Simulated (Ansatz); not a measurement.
Program: Ansatz. Geometries: PBE0-D4/def2-TZVP. ΔE: electronic, gas phase. CBS: MP2 limit from def2 TZ/QZ plus the TZ coupled-cluster correction, frozen cores. This one scheme is used for every species. DFT in def2-TZVPP. Each species was taken in one conformer, which may not be the lowest.

Consider the hydrogenolysis of a C–C bond: `FC/C=C(/F)C(F)F` + H₂ → `C=C(F)C(F)F` + fluoromethane.

`FC/C=C(/F)C(F)F`:

Cartesian coordinates in Å:
```
F -0.466 -1.864 0.350
C 0.677 -1.305 0.878
C 0.881 0.119 0.512
C 0.143 0.926 -0.232
F 0.544 2.189 -0.416
C -1.143 0.652 -0.946
F -2.100 1.499 -0.489
F -0.985 0.907 -2.269
H 0.621 -1.403 1.968
H 1.529 -1.901 0.530
H 1.784 0.554 0.932
H -1.485 -0.372 -0.819
```

H₂:

```xyz
2

H     0.212   -0.119   -0.283
H    -0.212    0.119    0.283
```

`C=C(F)C(F)F`:

Cartesian coordinates in Å:
```
C -0.769 -1.109 -0.441
C 0.236 -0.260 -0.405
F 1.293 -0.366 -1.215
C 0.373 0.936 0.486
F -0.732 1.087 1.245
F 1.433 0.772 1.316
H -1.602 -0.976 0.233
H -0.769 -1.940 -1.133
H 0.537 1.855 -0.087
```

`CF`:

Z-matrix (Å, degrees):
```
C
F 1 1.376
H 1 1.092 2 109.1
H 1 1.092 2 109.1 3 -120.0
H 1 1.092 2 109.1 3 120.0
```

```json
{"level": "BHLYP-D4", "ΔE (kJ/mol)": "-62.0"}
{"level": "SCS-MP2/def2-TZVPP", "ΔE (kJ/mol)": "-59.9"}
```

(1) What does CCSD(T)/CBS give? (Best estimate.)

Largest T1 diagnostic among the species: 0.012.

## Answers

(1) The calculation gave: -57.5 kJ/mol. The listed levels differ from it by -4.5, -2.4 kJ/mol.

From r2SCAN to r2SCAN0 (25 % exact exchange), in def2-TZVPP and without D4, ΔE moves by −4.4 kJ/mol. At CCSD(T), def2-SVP lies +3.9 kJ/mol from the extrapolated value and def2-TZVPP −0.2 kJ/mol. Leaving LDA and LC-ωPBE aside and taking each functional with its dispersion term where it has one, the values, not all of them listed here, spread over 15.6 kJ/mol, from BHLYP-D4 to revPBE-D4. LDA lies +14.6 kJ/mol from PBE without D4.
